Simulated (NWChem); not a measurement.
System: C4H5N2 cation; SMILES c1c[nH+]ccn1

Here is an NWChem input.

```
start job
memory heap 200 mb stack 900 mb global 1100 mb
charge 1
geometry units angstroms noautosym nocenter noautoz
  C      0.000000     1.144726    -0.753641
  C      0.000000     1.175394     0.638822
  N      0.000000     0.000000     1.284115
  C      0.000000    -1.175394     0.638822
  C      0.000000    -1.144726    -0.753641
  N      0.000000     0.000000    -1.427225
  H      0.000000     2.078705    -1.324720
  H      0.000000     2.090604     1.234359
  H      0.000000     0.000000     2.307115
  H      0.000000    -2.090604     1.234359
  H      0.000000    -2.078705    -1.324720
end
basis spherical
  C library def2-svp
  N library def2-svp
  H library def2-svp
end
dft
  xc m05-2x
  iterations 150
end
cosmo
  do_cosmo_smd true
  solvent propnol2
end
task dft energy
```

Output (shortened):

```
             Northwest Computational Chemistry Package (NWChem) 7.3.0
             --------------------------------------------------------

                             Geometry "geometry" -> ""
                             -------------------------

 Output coordinates in angstroms (scale by  1.889725989 to convert to a.u.)

  No.       Tag          Charge          X              Y              Z
 ---- ---------------- ---------- -------------- -------------- --------------
    1 C                    6.0000     0.00000000     1.14472600    -0.75364100
    2 C                    6.0000     0.00000000     1.17539400     0.63882200
    3 N                    7.0000     0.00000000     0.00000000     1.28411500
    4 C                    6.0000     0.00000000    -1.17539400     0.63882200
    5 C                    6.0000     0.00000000    -1.14472600    -0.75364100
    6 N                    7.0000     0.00000000     0.00000000    -1.42722500
    7 H                    1.0000     0.00000000     2.07870500    -1.32472000
    8 H                    1.0000     0.00000000     2.09060400     1.23435900
    9 H                    1.0000     0.00000000     0.00000000     2.30711500
   10 H                    1.0000     0.00000000    -2.09060400     1.23435900
   11 H                    1.0000     0.00000000    -2.07870500    -1.32472000

 Effective nuclear repulsion energy (a.u.)     219.1620129102

                                 NWChem DFT Module
                                 -----------------

 Summary of "ao basis" -> "ao basis" (spherical)
 ------------------------------------------------------------------------------
       Tag                 Description            Shells   Functions and Types
 ---------------- ------------------------------  ------  ---------------------
 C                          def2-svp                 6       14   3s2p1d
 N                          def2-svp                 6       14   3s2p1d
 H                          def2-svp                 3        5   2s1p

 in cosmo_initialize ...
 calling solv_data for solv:propnol2

 solvent parameters
 solvname_short: propnol2
 solvname_long:  2-propanol
 dielec:       19.2640
 dielecinf:     1.8978
 nonaqueous SMD model solvent descriptors
 dielec:       19.2640
 sola:          0.3300
 solb:          0.5600
 solc:          0.0000
 solg:         30.1300
 solh:          0.0000
 soln:          1.3776

[...]

                                COSMO-SMD solvation results
                                ---------------------------

             internal energy in gas <Psi(g)|H|Psi(g)> =      -264.420765831922
         internal energy in solvent <Psi(s)|H|Psi(s)> =      -264.417120907266
                               delta internal energy  =         0.003644924656 (    2.29 kcal/mol)
   total free energy in solvent <Psi(s)|H+V/2|Psi(s)> =      -264.524613830137
 polarization energy contribution <Psi(s)|V/2|Psi(s)> =        -0.107492922871 (  -67.45 kcal/mol)
    total free energy in solvent including G(SMD-CDS) =      -264.523874154320
                       G(SMD-CDS) energy contribution =         0.000739675817 (    0.46 kcal/mol)
     1 M fixed-concentration free energy of solvation =        -0.103108322398 (  -64.70 kcal/mol)

                       DFT Final Molecular Orbital Analysis
                       ------------------------------------

 Vector   19  Occ=2.000000D+00  E=-4.688114D-01
              MO Center=  9.9D-10, -1.2D-09, -4.7D-01, r^2= 2.4D+00
   Bfn.  Coefficient  Atom+Function         Bfn.  Coefficient  Atom+Function
  ----- ------------  ---------------      ----- ------------  ---------------
    74      0.395591   6 N  px               32     -0.330385   3 N  px
    77     -0.260857   6 N  px               35      0.238441   3 N  px
     4     -0.219885   1 C  px               60     -0.219885   5 C  px
     7     -0.133981   1 C  px               63     -0.133981   5 C  px
    18      0.071367   2 C  px               46      0.071367   4 C  px

 Vector   20  Occ=2.000000D+00  E=-3.838368D-01
              MO Center= -3.8D-10, -3.4D-09, -1.3D+00, r^2= 2.0D+00
   Bfn.  Coefficient  Atom+Function         Bfn.  Coefficient  Atom+Function
  ----- ------------  ---------------      ----- ------------  ---------------
    76      0.503040   6 N  pz               79     -0.377820   6 N  pz
    72      0.201077   6 N  s                73      0.189016   6 N  s
    20     -0.185773   2 C  pz               48     -0.185773   4 C  pz
     6      0.175799   1 C  pz               62      0.175799   5 C  pz
    85     -0.135077   7 H  s               105     -0.135077  11 H  s

 Vector   21  Occ=2.000000D+00  E=-3.808296D-01
              MO Center=  6.3D-09, -7.6D-09,  2.6D-03, r^2= 2.8D+00
   Bfn.  Coefficient  Atom+Function         Bfn.  Coefficient  Atom+Function
  ----- ------------  ---------------      ----- ------------  ---------------
    18      0.325740   2 C  px               46     -0.325740   4 C  px
     4      0.296844   1 C  px               60     -0.296844   5 C  px
    21      0.215977   2 C  px               49     -0.215977   4 C  px
     7      0.189519   1 C  px               63     -0.189519   5 C  px

 Vector   22  Occ=0.000000D+00  E=-7.931076D-02
              MO Center=  5.7D-09,  1.1D-08,  4.1D-02, r^2= 3.0D+00
   Bfn.  Coefficient  Atom+Function         Bfn.  Coefficient  Atom+Function
  ----- ------------  ---------------      ----- ------------  ---------------
    35      0.419106   3 N  px               77      0.384829   6 N  px
    32     -0.357719   3 N  px               74     -0.351488   6 N  px
    21     -0.285968   2 C  px               49     -0.285968   4 C  px
    18     -0.266547   2 C  px               46     -0.266547   4 C  px
     4     -0.155695   1 C  px               60     -0.155695   5 C  px

[...]
```

Level: M05-2X/def2-SVP, SMD on the gas-phase geometry. Geometry: optimised at PBE0/def2-SVP. Solvent: 2-propanol.
